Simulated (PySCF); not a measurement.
A GIAO shielding run with PySCF 2.14.0 with density-fitted response routines (density fitting, non-relativistic, gas phase) on SMILES N[SiH](N[Si@H](CC=C)O)N, C3H13N3OSi2:

```
$ OMP_NUM_THREADS=1 python probes_run.py task.json out

{"job": {"kind": "nmr", "xc": "PBE0", "basis": "pcSseg-1"}, "charge": 0, "multiplicity": 1}
C      4.136857    -0.088267     0.661652
C      3.156574    -0.352800    -0.183589
C      1.978723     0.518641    -0.412308
Si     0.440183    -0.231840     0.420045
O      0.030375    -1.593368    -0.358328
N     -0.887663     0.877654     0.322365
Si    -2.569817     0.545261     0.130533
N     -2.709327    -1.184357     0.316965
N     -3.066224     1.062283    -1.435074
H      4.155039     0.825136     1.234437
H      4.960537    -0.764288     0.817459
H      3.155799    -1.280344    -0.739937
H      1.799029     0.619813    -1.483005
H      2.166065     1.511952    -0.006037
H      0.715739    -0.540056     1.833086
H     -0.918207    -1.764659    -0.383781
H     -0.672132     1.850620     0.443916
H     -3.359962     1.324598     1.088717
H     -2.451254    -1.554044     1.218553
H     -3.588400    -1.594181     0.040436
H     -4.026510     0.950361    -1.712634
H     -2.455835     0.881269    -2.215105
```

Hardware: 1 thread of an Arm Neoverse V1, shared host. The job also computes population analyses, field gradients.

Q: How large is the calculation?

A: 88 electrons, 232 basis functions and 1238 auxiliary functions.

Q: How long does it take, and how much memory does it need?

A: 70 s of wall time, with 14 SCF cycles and 4 response iterations; peak memory 1.1 GiB. Times on a shared host scatter by some tens of per cent.
